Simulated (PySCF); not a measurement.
H3GaO (SMILES [OH][GaH2]), singlet, at a GFN2-xTB geometry (such geometries of metal compounds can be far from the true shape); DF-PBE/cc-pVQZ run with PySCF.

Here is a job for PySCF.
```python
from pyscf import gto, scf, dft

mol = gto.Mole()
mol.atom = '''
    Ga   -0.21071693   -0.27596319    0.04454223
    H     0.16577503   -1.15990945    1.24355872
    H    -1.39257967   -0.51237495   -0.92330813
    O     0.81459134    1.04833989   -0.15503156
    H     1.24229875    1.84042425   -0.46080738
'''
mol.basis = 'cc-pvqz'
mol.verbose = 4
mol.max_memory = 1800
mol.build()

mf = dft.RKS(mol)
mf.xc = 'pbe'
mf = mf.density_fit(auxbasis='def2-universal-jkfit')
mf.kernel()
```

What the program printed (banner, timings and long lists left out):

```
PySCF version 2.14.0

[INPUT] verbose = 4
[INPUT] num. atoms = 5
[INPUT] num. electrons = 42
[INPUT] charge = 0
[INPUT] spin (= nelec alpha-beta = 2S) = 0
[INPUT] symmetry False subgroup None
[INPUT] Mole.unit = angstrom
[INPUT] Symbol           X                Y                Z      unit          X                Y                Z       unit  Magmom
[INPUT]  1 Ga    -0.210716930000  -0.275963190000   0.044542230000 AA   -0.398197287509  -0.521494849561   0.084172615677 Bohr   0.0
[INPUT]  2 H      0.165775030000  -1.159909450000   1.243558720000 AA    0.313269404992  -2.191911189795   2.349985400615 Bohr   0.0
[INPUT]  3 H     -1.392579670000  -0.512374950000  -0.923308130000 AA   -2.631594182937  -0.968248328588  -1.744799494284 Bohr   0.0
[INPUT]  4 O      0.814591340000   1.048339890000  -0.155031560000 AA    1.539354536042   1.981075277557  -0.292967189064 Bohr   0.0
[INPUT]  5 H      1.242298750000   1.840424250000  -0.460807380000 AA    2.347604402390   3.477897785508  -0.870799744378 Bohr   0.0

nuclear repulsion = 113.385412367871
number of shells = 59
number of NR pGTOs = 316
number of NR cGTOs = 213
basis = cc-pvqz
ecp = {}

******** <class 'pyscf.df.df_jk.DFRKS'> ********
method = DFRKS
initial guess = minao
damping factor = 0
level_shift factor = 0
DIIS = <class 'pyscf.scf.diis.CDIIS'>
diis_start_cycle = 1
diis_space = 8
diis_damp = 0
SCF conv_tol = 1e-09
SCF conv_tol_grad = None
SCF max_cycles = 50
direct_scf = False
XC library pyscf.dft.libxc version 7.1.2
    S. Lehtola, C. Steigemann, M. J. T. Oliveira, and M. A. L. Marques,  SoftwareX 7, 1–5 (2018)
XC functionals = pbe
    J. P. Perdew, K. Burke, and M. Ernzerhof,  Phys. Rev. Lett. 77, 3865 (1996)
    J. P. Perdew, K. Burke, and M. Ernzerhof,  Phys. Rev. Lett. 78, 1396 (1997)
    J. P. Perdew, K. Burke, and M. Ernzerhof,  Phys. Rev. Lett. 77, 3865 (1996)
    J. P. Perdew, K. Burke, and M. Ernzerhof,  Phys. Rev. Lett. 78, 1396 (1997)
radial grids:
    Treutler-Ahlrichs [JCP 102, 346 (1995); DOI:10.1063/1.469408] (M4) radial grids

becke partition: Becke, JCP 88, 2547 (1988); DOI:10.1063/1.454033
pruning grids: <function nwchem_prune>
grids dens level: 3
symmetrized grids: False
atomic radii adjust function: <function treutler_atomic_radii_adjust>
small_rho_cutoff = 0
Set gradient conv threshold to 3.16228e-05
Initial guess from minao.
tot grids = 64416
init E= -2001.12943521252
  HOMO = -0.301398897093165  LUMO = -0.0840695958980014  gap/eV = 5.91383
cycle= 1 E= -2001.35824934076  delta_E= -0.229  |g|= 1.25  |ddm|= 3.56
  HOMO = -0.0457166076134854  LUMO = 0.00268921369300793  gap/eV = 1.31719
cycle= 2 E= -1999.23847735218  delta_E= 2.12  |g|= 3.16  |ddm|= 3.15
  HOMO = -0.229917792773833  LUMO = -0.0595585552142504  gap/eV = 4.63571
cycle= 3 E= -2001.50841332013  delta_E= -2.27  |g|= 0.589  |ddm|= 2.51
  HOMO = -0.234298172123459  LUMO = -0.0579102810881705  gap/eV = 4.79976
cycle= 4 E= -2001.57297911217  delta_E= -0.0646  |g|= 0.196  |ddm|= 0.736
  HOMO = -0.238225721782968  LUMO = -0.0691257577195756  gap/eV = 4.60144
cycle= 5 E= -2001.57646628119  delta_E= -0.00349  |g|= 0.0526  |ddm|= 0.228
  HOMO = -0.234676806165678  LUMO = -0.063976038536993  gap/eV = 4.64500
cycle= 6 E= -2001.57720638043  delta_E= -0.00074  |g|= 0.0109  |ddm|= 0.0533
  HOMO = -0.235769615171952  LUMO = -0.0644979584538023  gap/eV = 4.66054
cycle= 7 E= -2001.57723027669  delta_E= -2.39e-05  |g|= 0.00191  |ddm|= 0.0089
  HOMO = -0.235917192761678  LUMO = -0.0644940820843622  gap/eV = 4.66466
cycle= 8 E= -2001.57723102472  delta_E= -7.48e-07  |g|= 0.000323  |ddm|= 0.00182
  HOMO = -0.235915764490799  LUMO = -0.0644889492652333  gap/eV = 4.66476
cycle= 9 E= -2001.57723105487  delta_E= -3.02e-08  |g|= 8.4e-05  |ddm|= 0.000411
  HOMO = -0.235914716721118  LUMO = -0.0644862313541545  gap/eV = 4.66481
cycle= 10 E= -2001.57723105672  delta_E= -1.84e-09  |g|= 2.81e-05  |ddm|= 0.000113
  HOMO = -0.235916834783785  LUMO = -0.064486239434327  gap/eV = 4.66486
cycle= 11 E= -2001.577231057  delta_E= -2.81e-10  |g|= 3.4e-06  |ddm|= 3.56e-05
  HOMO = -0.235917327183528  LUMO = -0.0644868103246395  gap/eV = 4.66486
Extra cycle  E= -2001.57723105701  delta_E= -1.05e-11  |g|= 4.82e-06  |ddm|= 9.01e-06
converged SCF energy = -2001.57723105701
```
